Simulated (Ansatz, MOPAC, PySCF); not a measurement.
Molecule: PO, charge 0, multiplicity 2. SMILES: [O][P]
Geometry: optimised at B3LYP-D3(BJ)/def2-TZVP (Ansatz, a first-principles code).

Property: vertical electron affinity to the triplet, in eV. Set-up: non-relativistic; each state is the SCF solution reached for its charge and spin; valence correlation only; open shells spin-unrestricted; 6-311+G** with 5d, 6d on Na to Ar in Ansatz; 6-31G* and kin with 6d, 5d where marked; no spin-orbit coupling. First-principles rows: single points at B3LYP-D3(BJ) geometries (Ansatz). Semi-empirical rows: differences of heats of formation at the shared geometry for vertical values. Sets without +, aug- or the D of def2-TZVPD hold no diffuse functions, which anions need. A UHF reference is markedly spin-contaminated in at least one set, which strains HF and MP2.

```json
[
 {"level": "AM1", "program": "MOPAC", "vertical electron affinity to the triplet (eV)": "1.71"},
 {"level": "HF/6-311+G**", "program": "Ansatz", "vertical electron affinity to the triplet (eV)": "0.79"},
 {"level": "PBE/6-311+G**", "program": "Ansatz", "vertical electron affinity to the triplet (eV)": "1.06"},
 {"level": "B3LYP/3-21G", "program": "Ansatz", "vertical electron affinity to the triplet (eV)": "-0.03"},
 {"level": "B3LYP/6-31G*", "program": "Ansatz", "vertical electron affinity to the triplet (eV)": "0.36"},
 {"level": "MP2/6-31G*", "program": "Ansatz", "vertical electron affinity to the triplet (eV)": "-0.13"},
 {"level": "PBE0/def2-TZVPD", "program": "Ansatz", "vertical electron affinity to the triplet (eV)": "1.04"},
 {"level": "M06-2X/def2-TZVPD", "program": "PySCF", "vertical electron affinity to the triplet (eV)": "0.96"}
]
```

No value to compare with is used here. The 6 habitual levels span -0.13 (MP2/6-31G*) to 1.71 eV (AM1); M06-2X/def2-TZVPD gives 0.96.

The levels are drawn from those run, B3LYP/6-31G* more often than the rest, none by its result; left out are runs that failed, that the program found above a lower state of the same kind, or whose <S^2> lies over 0.5 above the pure value.
